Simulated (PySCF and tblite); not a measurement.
The numbers below are computed, except where a source is named.
C₅H₅NOSe, numbered as in [N:1]#[C:2][C@H:3]1[CH:4]=[CH:5][O:6][CH2:7][Se:8]1.

Geometries GFN2-xTB; weights from PBE0-D3(BJ)/def2-SVP (IEF-PCM, tetrahydrofuran) energies and GFN2-xTB thermal corrections, with symmetry numbers and mirror pairs. Conformers within 3 kcal/mol (GFN2-xTB free energy) were kept, 10 at most. Codes: tblite and PySCF.

The 6-ring runs over atoms 3–4–5–6–7–8.

```csv
conformer,shape,symmetry
1,"6-ring envelope (ring torsions 1, 11, -51, 64, -48, 28°)",C1
2,"6-ring envelope (ring torsions 1, -12, 51, -63, 49, -29°)",C1
```

(1) Which of these conformers is the most populated at 298.15 K, and with what share?

(2) Give the DFT energies and free energies relative to the lowest, and all weights.

(3) How does its share change from 180 K to 400 K?

Answers

(1) Conformer 2, about 90 %.

(2) 
| conformer | shape | E(DFT) kcal/mol | G(298.15 K) kcal/mol | weight % |
| --- | --- | --- | --- | --- |
| 1 | 6-ring envelope (ring torsions 1, 11, -51, 64, -48, 28°) | 1.51 | 1.29 | 10.2 |
| 2 | 6-ring envelope (ring torsions 1, -12, 51, -63, 49, -29°) | 0.00 | 0.00 | 89.8 |

(3) From 98 % to 83 %; the mixing entropy goes from 0.23 to 0.90 cal/(mol K).
